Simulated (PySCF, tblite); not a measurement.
Bond stretch in SMILES BO (H3BO). The B1–O4 bond (B1 also carries H, H; O4 carries H) is pulled apart rigidly from the PBE0/def2-TZVP optimised geometry. Each curve is given relative to its own lowest point near equilibrium.

```csv
R / Å,A,B,C
1.09,275.1,274.6,220.3
1.13,181.8,181.3,135.5
1.22,54.9,54.6,31.4
1.26,25.5,25.4,11.2
1.32,3.4,3.3,0.0
1.35,0.0,0.0,0.7
1.39,1.7,1.8,6.6
1.43,9.2,9.3,16.7
1.47,21.2,21.3,30.1
1.56,60.0,60.0,68.3
1.68,126.3,126.0,128.6
1.82,211.2,210.2,203.8
2.04,340.5,337.9,320.0
2.20,501.3,419.6,397.2
2.45,600.0,522.4,498.7
2.70,633.6,583.0,574.8
2.93,645.9,606.6,624.7
3.26,653.1,618.1,670.9
3.67,656.5,622.4,—
4.07,657.9,623.9,—
4.71,658.7,624.7,—
```

Energies in kJ/mol.

Problem. Which curve belongs to which method? The methods are GFN2-xTB, 300 K electronic temperature in tblite 0.5.0; PySCF with CCSD on UHF/cc-pVDZ, 2 core orbitals frozen; PySCF with MP2 on UHF/cc-pVDZ, 2 core orbitals frozen.

Solution. A is UMP2; B is UCCSD; C is GFN2-xTB.

A dash means that the run gave no value there, or that the column was ended at a point which the program doubted or which failed a test of continuity chosen for this set; such a test can also cut sound points.

The unrestricted determinant behind UMP2, UCCSD is spin-contaminated at 2.20 to 4.71 Å (<S²> up to 1.0, against 0.00 for a pure singlet).
